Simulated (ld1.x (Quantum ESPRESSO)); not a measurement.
## PBE TM dataset for Mn, scalar-relativistic all-electron reference.

Input for ld1.x (Quantum ESPRESSO) 7.5:

```
&input
   title='Mn', zed=25., rel=1, dft='PBE', iswitch=3,
   config='[Ar] 3d5 4s2 4p0',
   nld=3, rlderiv=1.35, eminld=-8.0, emaxld=5.0, deld=0.04
 /
 &inputp
   pseudotype=2, tm=.true., lloc=0,
   nlcc=.true., new_core_ps=.true., rcore=0.65,
   file_pseudopw='Mn.UPF', file_wfcaegen='ae.wfc', file_wfcncgen='nc.wfc', file_beta='beta', file_chi='chi'
 /
3
3P  2  1   6.00   0.00  0.75  0.75  0.0
3D  3  2   5.00   0.00  1.15  1.15  0.0
3S  1  0   2.00   0.00  1.25  1.25  0.0
 &test
   configts(1)='3s2 3p6 3d5 4s2 4p0'
 /
```

Command:

```bash
ld1.x < Mn.in > Mn.out
```

Resulting log (shortened: banner, matrices, multipoles, cross overlaps and the repeated all-electron block are left out):

```
Program LD1 v.7.5
     --------------------------- All-electron run ----------------------------

     Mn
     scalar relativistic calculation

     atomic number is 25.00
     dft =PBE   lsd =0 sic =0 latt =0  beta=0.20 tr2=1.0E-14
     Exchange-correlation= PBE
                           (   1   4   3   4   0   0   0)
     mesh =1187 r(mesh) = 100.09544 a.u. xmin = -7.00 dx = 0.01250
     1 Ry =  13.60569312 eV, c = 137.03599908

     n l     nl                  e(Ry)          e(Ha)          e(eV)
     1 0     1S 1( 2.00)      -472.5632      -236.2816     -6429.5493
     2 0     2S 1( 2.00)       -54.6792       -27.3396      -743.9485
     2 1     2P 1( 6.00)       -46.3180       -23.1590      -630.1890
     3 0     3S 1( 2.00)        -6.3120        -3.1560       -85.8792
     3 1     3P 1( 6.00)        -4.0125        -2.0063       -54.5931
     3 2     3D 1( 5.00)        -0.4977        -0.2488        -6.7709
     4 0     4S 1( 2.00)        -0.3753        -0.1877        -5.1069
     4 1     4P 1( 0.00)        -0.1007        -0.0504        -1.3704

     final scf error:  4.0E-15 reached in  30 iterations

     Etot =   -2316.594182 Ry,   -1158.297091 Ha,  -31518.869530 eV

     Ekin =    2342.158424 Ry,    1171.079212 Ha,   31866.688766 eV
     Encl =   -5530.002709 Ry,   -2765.001355 Ha,  -75239.519833 eV
     Eh   =     975.096519 Ry,     487.548260 Ha,   13266.864008 eV
     Exc  =    -103.846416 Ry,     -51.923208 Ha,   -1412.902472 eV

     normalization and overlap integrals

     s(1S/1S) =  1.000000  <r> =   0.0609  <r2> =    0.0050  r(max) =   0.0400
     s(2S/2S) =  1.000000  <r> =   0.2794  <r2> =    0.0922  r(max) =   0.2331
     s(2P/2P) =  1.000000  <r> =   0.2471  <r2> =    0.0751  r(max) =   0.1885
     s(3S/3S) =  1.000000  <r> =   0.8515  <r2> =    0.8370  r(max) =   0.7361
     s(3P/3P) =  1.000000  <r> =   0.9042  <r2> =    0.9647  r(max) =   0.7547
     s(3D/3D) =  1.000000  <r> =   1.2233  <r2> =    2.0288  r(max) =   0.7642
     s(4S/4S) =  1.000000  <r> =   3.0940  <r2> =   11.1372  r(max) =   2.5058
     s(4P/4P) =  1.000000  <r> =   4.5354  <r2> =   24.7127  r(max) =   3.4251

     ------------------------ End of All-electron run ------------------------

     --------------------- Generating NC pseudopotential ---------------------

      Generating local pot.: lloc=0, matching radius rcloc =   1.2500

      Computing core charge for nlcc:

       r > 0.66 : true rho core
      Core charge pseudized with two Bessel functions
      Integrated core pseudo-charge :   3.79

      Wfc   3P  rcut= 0.745  Using Troullier-Martins method

      Wfc   3D  rcut= 1.140  Using Troullier-Martins method

     ------------------- End of pseudopotential generation -------------------

     Computing logarithmic derivative in   1.34972
     Computing logarithmic derivative in   1.34972
     Computing the partial wave expansion
       no projector for channel:   0
     R is outside the sphere for l=    1 j= 0.00
     R is outside the sphere for l=    2 j= 0.00

     ---------------------- Testing the pseudopotential ----------------------

     Mn
     scalar relativistic calculation

     atomic number is 25.00   valence charge is 15.00
     dft =PBE   lsd =0 sic =0 latt =0  beta=0.20 tr2=1.0E-14
     mesh =1187 r(mesh) = 100.09544 xmin = -7.00 dx = 0.01250

     n l     nl             e AE (Ry)        e PS (Ry)    De AE-PS (Ry)
     1 0     3S   1( 2.00)       -6.31200       -6.31201        0.00000
     2 1     3P   1( 6.00)       -4.01252       -4.01259        0.00007
     3 2     3D   1( 5.00)       -0.49765       -0.49765       -0.00000
     2 0     4S   1( 2.00)       -0.37535       -0.41230        0.03695  !
     3 1     4P   1( 0.00)       -0.10072       -0.10495        0.00423

     eps = 3.5E-15  iter = 17

     Etot =   -2316.594182 Ry,   -1158.297091 Ha,  -31518.869530 eV
     Etotps =  -214.760280 Ry,    -107.380140 Ha,   -2921.962458 eV

     Ekin =     104.637648 Ry,      52.318824 Ha,    1423.667729 eV
     Encl =    -429.654397 Ry,    -214.827198 Ha,   -5845.745873 eV
     Ehrt =     175.842874 Ry,      87.921437 Ha,    2392.464186 eV
     Ecxc =     -29.529470 Ry,     -14.764735 Ha,    -401.768907 eV
     (Ecc =      -5.042690 Ry,      -2.521345 Ha,     -68.609286 eV)
     Epseu=     -36.056935 Ry,     -18.028468 Ha,    -490.579594 eV

     ---------------------- End of pseudopotential test ----------------------
```

The potential misses its own reference levels by up to 0.5 eV. ld1.x takes every shell without a wave as core, so the model core holds the 4s electrons as well and exchange and correlation see them twice. This cancels in the reference configuration, but the file is broken for other ones, and its errors say nothing about a proper core correction.

Generation and configuration tests took about 2.5 s on one core of a shared server CPU.
